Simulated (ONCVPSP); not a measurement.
## Be (Z = 4): one change to an ONCV potential, before and after

```
Element                 : Be (Z = 4)
Generator               : ONCVPSP 4.0.1
Type                    : optimised norm-conserving Vanderbilt (ONCV)
Functional              : LDA (Perdew-Wang 92)
Relativity              : non-relativistic
Frozen core             : [He]
Valence charge          : 2
Reference configuration : 2s1.5 2p0.5
Partial waves           : 2s: rc 2.00 bohr, ncon 3, nbas 6, qcut 2.8 1/bohr, 2 projectors, debl 3.6 Ha; 2p: rc 4.00 bohr, ncon 4, nbas 9, qcut 3.1 1/bohr, 3 projectors, debl 0.5 Ha; d scattering state at 0.07 Ha: rc 3.55 bohr, ncon 4, nbas 8, qcut 3 1/bohr, 2 projectors, debl 0.6 Ha
Local potential         : polynomial inside 1.95 bohr (lpopt 5, dvloc0 0 Ha)
Core correction         : none
```

Change: p: debl 4.5.

Cutoffs: the cutoffs (Ha) at which the residual kinetic energy of the hardest occupied pseudo-wave falls to 1 and 0.1 mHa per electron; they do not see the model core or the augmentation charge, which bear on the density cutoff. Errors are all-electron minus pseudo energies relative to the spin-unpolarised reference configuration.

Q: Predict the effect on cutoff, ghosts and configuration errors.

A: The potential gets neither clearly harder nor softer (4.4 Ha and 20 Ha → 4.4 Ha and 20 Ha); of the 4 tests that both files solve, the error grows in 1 and shrinks in 0 by more than 15 % and 0.3 meV (median size 35.3 → 35.3 meV); the range in which the p phases agree narrows (upper end 3.1 → -0.0); neither file shows a bound ghost.

| quantity | base | changed |
| --- | --- | --- |
| cutoff, loose | 4.4 Ha | 4.4 Ha |
| cutoff, tight | 20 Ha | 20 Ha |
| bound ghosts | none | none |
| GHOST(+) flags under 300 eV | none | p at 118.0 eV, p at 257.3 eV |
| error for 2s2 2p0, meV [ΔE -1.75 eV] | -4.7 | -4.7 |
| error for 2s1 2p0, meV [ΔE 7.76 eV] | +54 | +54 |
| error for 2s1.5 2p0, meV [ΔE 1.99 eV] | +17 | +17 |
| error for 2s0 2p1, meV [ΔE 11.57 eV] | -82 | -261 |
| s: phases at 2.03 bohr within 0.05 rad from the reference energy up to (Ha; the scan ends near 5) | to the end of the scan | to the end of the scan |
| p: phases at 4.07 bohr within 0.05 rad from the reference energy up to (Ha; the scan ends near 5) | 3.1 | -0.0 |
| d: phases at 3.61 bohr within 0.05 rad from the reference energy up to (Ha; the scan ends near 5) | 1.4 | 1.4 |

Base: The cutoffs count occupied waves only; projector 2 of the s channel, the hardest unoccupied one, needs 29 Ha at the loose tolerance. Changed file: The cutoffs count occupied waves only; projector 2 of the s channel, the hardest unoccupied one, needs 29 Ha at the loose tolerance.
